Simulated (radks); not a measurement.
The numbers below are computed, except where a source is named.
Question: Ba IV, configuration [Kr] 4d10 5p5 5d2 (not the ground configuration). Level of theory: Dirac Kohn-Sham, PBEsol, spin-unpolarised, spherical densities, finite nucleus; open shells fill j = l - 1/2 first; Fermi nuclear charge, rms radius 4.8378 fm (a radial shooting solver on a logarithmic mesh with Libxc functionals).

Spin-orbit splittings of the eigenvalues, e(l+1/2) - e(l-1/2), with zeta = 2 splitting/(2l+1) and mean radii in bohr:

| shell | occ. | splitting (eV) | zeta (eV) | <r> j=l-1/2 | <r> j=l+1/2 |
|---|---|---|---|---|---|
| 2p | 6 | 381.5 | 254.3 | 0.09195 | 0.09794 |
| 3p | 6 | 73.73 | 49.15 | 0.2816 | 0.2935 |
| 3d | 10 | 15.72 | 6.289 | 0.2644 | 0.2682 |
| 4p | 6 | ? | ? | 0.6958 | 0.7228 |
| 4d | 10 | 2.647 | 1.059 | 0.7899 | 0.7996 |
| 5p | 5 | 2.506 | 1.671 | 1.738 | 1.803 |
| 5d | 2 | 0.3028 | 0.1211 | 2.343 | 2.367 |

Estimate the 4p splitting.

Answer: 15.46 eV (zeta = 10.31 eV).
